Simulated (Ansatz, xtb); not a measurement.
Molecule: MoCl, charge 0, multiplicity 6. The spin state was set by rule; other spins were not relaxed. SMILES: [Cl][Mo]
Geometry from a B3LYP-D3(BJ)/def2-TZVP (Ansatz, a first-principles code) optimisation:
```
Mo
Cl 1 2.2981
```
Charge 0, spin multiplicity 6.

Harmonic wavenumbers from GFN2-xTB (xtb, at its own minimum), cm⁻¹: 413.

**Question.** Give the harmonic wavenumbers at B3LYP-D3(BJ)/def2-TZVP (Ansatz, finite differences of forces, unscaled).

**Answer.** 372 cm⁻¹. Zero-point energy 0.5 kcal/mol.

**Question.** From these and the geometry, give the ideal-gas thermochemistry at 298.15 K and 1 atm (rigid rotor, harmonic oscillator).

**Answer.** Point group C∞v, rotational symmetry number 1. Rotational constants 3.697, 3.697 GHz. S(trans) 40.53, S(rot) 16.75, S(vib) 1.07, S(elec, spin only) 3.56, S 61.9 cal/(mol K). H(298) - H(0) 2.29 kcal/mol; G - E(el) -15.6 kcal/mol.
